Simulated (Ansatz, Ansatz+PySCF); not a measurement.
A single S atom.

UHF on triplet S was run in several spherical basis sets with Ansatz (development build ahead of 0.2.0).

(1) Rank the basis sets by the total energy that they give, lowest first, with the distance from the lowest.
A. def2-TZVP
B. cc-pVDZ
C. 6-31G(d)
D. cc-pVTZ
E. def2-SVP

## Answers

(1) D (0.00 eV), A (0.20 eV), B (0.34 eV), C (0.94 eV), E (3.89 eV).

Totals follow the description of the cores as much as that of the bonds, so this order isn't one of quality for chemistry.
